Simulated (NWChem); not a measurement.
# TiH$_{3}$O$_{3}$F; SMILES [OH][Ti]([OH])([OH])[F]

```xyz
8

Ti    -0.0001     0.0702     0.0004
F      0.0347     1.8271    -0.0076
O      1.3907    -0.5437    -0.9137
H      2.1772    -1.0362    -0.6627
O      0.0799    -0.5075     1.6754
H     -0.5428    -0.9656     2.2467
O     -1.5060    -0.4856    -0.7552
H     -1.6926    -0.9589    -1.5709
```
Atoms are numbered in this order, from 1.

All runs use the structure optimised with PBE0/def2-SVP. No frequency run checked for a minimum.

Q: Give the principal values of the shielding tensors (ppm) of Ti1, F2, O3 from BHandHLYP/pcSseg-1, GIAO (NWChem), with their diamagnetic and paramagnetic parts as GIAO splits them.

A: 
```tsv
atom	σ11	σ22	σ33	isotropic	diamagnetic	paramagnetic
Ti1	-21.9	25.5	26.3	10.0	1600.9	-1590.9
F2	-225.0	-224.6	372.9	-25.5	479.2	-504.7
O3	-316.8	2.3	344.6	10.0	396.2	-386.2
```
